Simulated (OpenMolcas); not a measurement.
**Ionisation energies of niobium**

```yaml
Program: OpenMolcas 26.06
Basis: ANO-RCC-VDZP [6s5p3d1f]
Scalar_Hamiltonian: DKH2, point nucleus
Spin-orbit_coupling: RASSI with atomic mean-field integrals over the reference wave functions, term energies averaged over their components
```

Active shells in each charge state: the valence d shell, with orbitals averaged over the low states. Where CASPT2's correlated closed shells are named, they are those of the first ion.

A. CASSCF
B. SS-CASPT2, IPEA 0.25 Eh, imaginary shift 0.1 Eh (closed shells correlated: 4s 4p)
C. SS-CASPT2, IPEA 0.25 Eh, imaginary shift 0.1 Eh (closed shells correlated: 3d 4s 4p)
D. SS-CASPT2, IPEA 0 Eh, imaginary shift 0.1 Eh (closed shells correlated: 4s 4p)
E. SS-CASPT2, IPEA 0.25 Eh, imaginary shift 0.1 Eh (closed shells correlated: none)

Energies in eV between the lowest computed levels, named as in B; reference values from the NIST Atomic Spectra Database with their kind.

```tsv
From	To	A	B	C	D	E	Spin-orbit share in B	Reference
Nb2+ 4d³ ⁴F_3/2	Nb3+ 4d² ³F₂	24.172	24.842	24.834	24.938	24.471	-0.037	25.040 (semi-empirical)
Nb3+ 4d² ³F₂	Nb4+ 4d ²D_3/2	36.787	37.318	37.304	37.396	36.886	+0.045	37.611 (measured)
Nb4+ 4d ²D_3/2	Nb5+ 4p⁶ ¹S₀	49.581	50.065	50.047	50.129	49.581	+0.136	50.573 (measured)
```

Error against the reference values, in %:

| From | Reference | A | B | C | D | E |
| --- | --- | --- | --- | --- | --- | --- |
| Nb2+ | semi-empirical | -3.5 | -0.8 | -0.8 | -0.4 | -2.3 |
| Nb3+ | measured | -2.2 | -0.8 | -0.8 | -0.6 | -1.9 |
| Nb4+ | measured | -2.0 | -1.0 | -1.0 | -0.9 | -2.0 |

Mean absolute error over the 2 measured values: A 0.91 eV, B 0.40 eV, C 0.42 eV, D 0.33 eV, E 0.86 eV. D lies closest.

The lowest level within the active space need not be the ion's true ground level.
